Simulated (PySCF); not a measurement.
Shapes and spin states of [B4]+

These are results of PBE0 in PySCF with B def2-TZVP; no relativity; density-fitted integrals, not measurements.

Relaxations began from a few typed shapes and spin states; open shells are unrestricted. The search is not exhaustive: other isomers or separated fragments can lie lower, and high-lying points may rest on an excited occupation.

**Question.** Order these stationary points by electronic energy, lowest first, in kJ/mol from the lowest minimum.
A. doublet (⟨S²⟩ 1.34) Cs: B–B 1.544 Å, B–B 1.621 Å (×2), B–B 1.700 Å (×2), B–B 1.933 Å; B–B–B 53.4° (×2), B–B–B 55.3° (×4), B–B–B 59.7° (×2), B–B–B 64.9° (×2), B–B–B 69.3°
B. quartet D2h: B–B 1.584 Å, B–B 1.618 Å (×4); B–B–B 58.6° (×2), B–B–B 60.7° (×4), B–B–B 121.4° (×2)

**Answer.** B (0.0), A (29.3).

**Question.** Which of them are minima?

**Answer.** By energy in kJ/mol, 0.0: minimum; 29.3: minimum.
